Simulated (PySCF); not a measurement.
## Carbon: a sound run and one with changed settings

Sound run: C⁺ [He] 2s2 2p1, C²⁺ [He] 2s2. All numbers are calculated (PySCF 2.14, scalar relativity by spin-free X2C-1e, in x2c-SVPall (3s2p1d, 14 functions)). In the sound run the correlated levels freeze 1s2. The sound run starts from symmetry-adapted Hartree-Fock orbitals and uses a fine grid where one is needed.

Changed run: basis STO-3G, all-electron and non-relativistic. This setting is unsound on purpose.

```json
{"species": "C⁺", "method": "UHF", "sound run (hartree)": "-37.25916", "changed run (hartree)": "-36.87037", "converged": "yes"}
{"species": "C⁺", "method": "r2SCAN", "sound run (hartree)": "-37.37124", "changed run (hartree)": "-36.97170", "converged": "yes"}
{"species": "C⁺", "method": "B3LYP", "sound run (hartree)": "-37.40326", "changed run (hartree)": "-36.99902", "converged": "yes"}
{"species": "C⁺", "method": "MP2", "sound run (hartree)": "-37.30096", "changed run (hartree)": "-36.89090", "converged": "yes"}
{"species": "C⁺", "method": "CCSD(T)", "sound run (hartree)": "-37.32654", "changed run (hartree)": "-36.91145", "converged": "yes"}
{"species": "C²⁺", "method": "UHF", "sound run (hartree)": "-36.36599", "changed run (hartree)": "-35.97831", "converged": "yes"}
{"species": "C²⁺", "method": "r2SCAN", "sound run (hartree)": "-36.44768", "changed run (hartree)": "-36.04962", "converged": "yes"}
{"species": "C²⁺", "method": "B3LYP", "sound run (hartree)": "-36.47765", "changed run (hartree)": "-36.07337", "converged": "yes"}
{"species": "C²⁺", "method": "MP2", "sound run (hartree)": "-36.40607", "changed run (hartree)": "-36.01050", "converged": "yes"}
{"species": "C²⁺", "method": "CCSD(T)", "sound run (hartree)": "-36.43906", "changed run (hartree)": "-36.04086", "converged": "yes"}
```

Ionisation energy of C⁺:

| method | sound run (eV) | changed run (eV) |
| --- | --- | --- |
| UHF | 24.304 | 24.274 |
| r2SCAN | 25.131 | 25.091 |
| B3LYP | 25.187 | 25.188 |
| MP2 | 24.351 | 23.957 |
| SCS-MP2 | 24.305 | 23.893 |
| CCSD | 24.129 | 23.690 |
| CCSD(T) | 24.149 | 23.690 |

A minimal basis cannot let orbitals breathe on ionisation and holds almost no correlation. The Hamiltonian changed with the basis, so the totals do not compare.

For comparison, NIST gives 24.383 eV between the lowest levels.
